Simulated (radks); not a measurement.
Values are calculated unless marked as measured or tabulated.
Problem. Successive ionisation energies (eV) of one element, from differences of total energies of ions in their ground configurations, starting at charge 0: 21.969, 41.371, 63.315, 97.671, 127.03, 158.18, 205.64, 239.91, 1194.7, 1360.8. Level of theory: scalar-relativistic Kohn-Sham, PBE, spin-polarised, spherical densities, finite nucleus; open shells are filled with parallel spins first; Fermi nuclear charge, rms radius 3.0055 fm (a radial shooting solver on a logarithmic mesh with Libxc functionals). Which element is it?

Solution. Neon (Z = 10). The first species listed is Ne in [Ne], the last Ne9+ in 1s1.
